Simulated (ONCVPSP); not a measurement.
Hardness and transferability of assorted potentials

Generated with ld1.x 7.5 (TM, RRKJ, ultrasoft, PAW), atompaw 4.2 or ONCVPSP 4.0.1. The cutoff is in Ry: for ld1.x and atompaw files where the sum of valence levels is converged to 10 mRy in a Bessel basis, for ONCV files where the hardest occupied wave has 1 mHa per electron of residual kinetic energy. The error is the largest all-electron minus pseudo excitation energy over each file’s own four to seven test configurations (ionisations up to +4, promotions, holes and added fractions of an electron), all of which were solved. The labels leave out finer settings (local radius, basis sizes, second energies), which also bear on the numbers. Spin-polarised tests are not counted. The rows are a selection from randomly drawn settings: files with unsolved tests, undetermined cutoffs or missed reference levels are left out.

A true bound ghost makes a file unfit for plane-wave use even where its test errors are small: the radial tests pick states by their node count and pass the ghost by.

| element | potential | cutoff (Ry) | largest error (meV) | bound ghosts |
| --- | --- | --- | --- | --- |
| Si | ONCV, BLYP, scalar-relativistic, rc 1.60/2.05/2.20 (spd), local smoothed, core correction yes, reference 3s2 3p1, qcut 3.4/3.4/3.7, projectors 3/1/2 | 29 | -232 | none |
| P | ONCV, PBE, scalar-relativistic, rc 0.75/0.85 (sp), local smoothed, core correction yes, reference 2s2 2p6 3s1.5 3p3.5, qcut 17.2/17.4, projectors 2/2 | 231 | +3.7 | none |
| Ti | ONCV, PBEsol, scalar-relativistic, rc 1.35/1.45/2.25 (spd), local smoothed, core correction yes, reference 3s2 3p6 3d2 4s2, qcut 11.4/10.7/6.9, projectors 2/2/3 | 76 | +155 | none |
| Tc | ONCV, PBEsol, scalar-relativistic, rc 1.60/1.70/1.95 (spd), local smoothed, core correction yes, reference 4s2 4p6 4d5 5s1.75 5p0.25, qcut 8.3/9.9/8.6, projectors 2/2/2 | 54 | -60 | none |
| Pm | ONCV, PBE, scalar-relativistic, rc 2.60/2.15/2.85 (spd), local smoothed, core correction yes, reference 5s2 5p6 5d1 6s2, qcut 5.5/5.2/6.6, projectors 2/2/2 | 16 | -171 | none |

Question: Fill in the row for Te: ONCV, LDA (Perdew-Wang 92), scalar-relativistic, rc 1.00/1.20/0.85 (spd), local smoothed, core correction yes, reference 4s2 4p6 4d10 5s2 5p4, qcut 10.3/9.1/9.5, projectors 2/2/2.

Answer: cutoff 185 Ry, largest error -13 meV, bound ghosts: none.

Question: Fill in the row for Pb: ONCV, PBE, scalar-relativistic, rc 1.65/2.50/1.45 (spd), local smoothed, core correction yes, reference 5d10 6s2 6p1, qcut 3.1/3/12.4, projectors 3/2/2.

Answer: cutoff 49 Ry, largest error -139 meV, bound ghosts: s, p.
